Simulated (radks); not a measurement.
Ionisation ladder of strontium, from Sr XXIII to Sr XXXVIII. Each ion is in the ground configuration listed by NIST, and IE = E(next ion) - E(this ion), with E = 0 for the bare nucleus. Method: scalar-relativistic Kohn-Sham, PBEsol, spin-polarised, spherical densities, finite nucleus; open shells are filled with parallel spins first (spin-orbit coupling, left out, can overturn this in heavy ions); Fermi nuclear charge, rms radius 4.224 fm; computed with a radial shooting solver on a logarithmic mesh with Libxc functionals.

species     configuration  IE, Delta-SCF (eV)  -e(HOMO) (eV)     HOMO  <r> HOMO (bohr)  IE, NIST (eV)       kind  error (eV)
Sr XXIII     [Ne] 3s2 3p4              1038.3         1013.6  3p down            0.423           1038  semi-emp.        +0.3
Sr XXIV      [Ne] 3s2 3p3              1105.3         1078.9    3p up            0.417           1105  semi-emp.        +0.3
Sr XXV       [Ne] 3s2 3p2              1158.5         1132.2    3p up            0.413           1165  semi-emp.        -6.5
Sr XXVI      [Ne] 3s2 3p1              1211.2         1185.2    3p up            0.409           1211  semi-emp.        +0.2
Sr XXVII         [Ne] 3s2              1332.1         1308.9       3s            0.417           1333  semi-emp.        -1.3
Sr XXVIII        [Ne] 3s1              1389.9         1366.4    3s up            0.413         1387.2  semi-emp.        +2.7
Sr XXIX              [Ne]              3365.1         3291.0       2p            0.147           3345  semi-emp.       +20.4
Sr XXX       [He] 2s2 2p5              3514.8         3440.8  2p down            0.145           3497  semi-emp.       +17.8
Sr XXXI      [He] 2s2 2p4              3662.7         3590.1  2p down            0.144           3664  semi-emp.        -1.3
Sr XXXII     [He] 2s2 2p3              3867.0         3788.3    2p up            0.141           3830  semi-emp.       +37.0
Sr XXXIII    [He] 2s2 2p2              4025.6         3947.0    2p up            0.140           4053  semi-emp.       -27.4
Sr XXXIV     [He] 2s2 2p1              4182.0         4105.0    2p up            0.138           4232  semi-emp.       -50.0
Sr XXXV          [He] 2s2              4462.6         4404.6       2s            0.160           4465  semi-emp.        -2.4
Sr XXXVI         [He] 2s1              4615.5         4556.9    2s up            0.159         4612.4     theory        +3.1
Sr XXXVII            [He]             19358.5        19120.1       1s           0.0389        19345.6     theory       +12.9
Sr XXXVIII            1s1               20019        19776.9    1s up           0.0385        20025.3     theory        -6.3

Reference values: NIST Atomic Spectra Database (exp. = measured, semi-emp. = semi-empirical, theory = theoretical value adopted there). Errors are taken from the NIST values before rounding. The ionisation energy per charge of the ion left behind rises most, in proportion, at Sr XXXVII ([He]), from 128.21 to 523.20 eV. Against the entries that are not theoretical the mean signed error is 0.0 % and the largest -1.2 %. Open shells are spherical and high-spin; term and fine-structure splittings are not resolved.
